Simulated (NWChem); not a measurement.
Species: AlI2 cation; SMILES [Al+]([I])[I]

Computed with NWChem. All runs use the structure optimised with PBE0/def2-SVP. def2 effective core potentials on I; no spin-orbit coupling.

For level PBE/STO-3G (all-electron, non-relativistic):

```
Property                     Result
---------------------------  ------
highest occupied level (eV)  -10.21
orbital gap (eV)               3.69
```

Problem. How do the values read with level PBE/def2-SVP (core potentials) instead?

Solution. 
- highest occupied level (eV) = -12.24
- orbital gap (eV) = 3.43
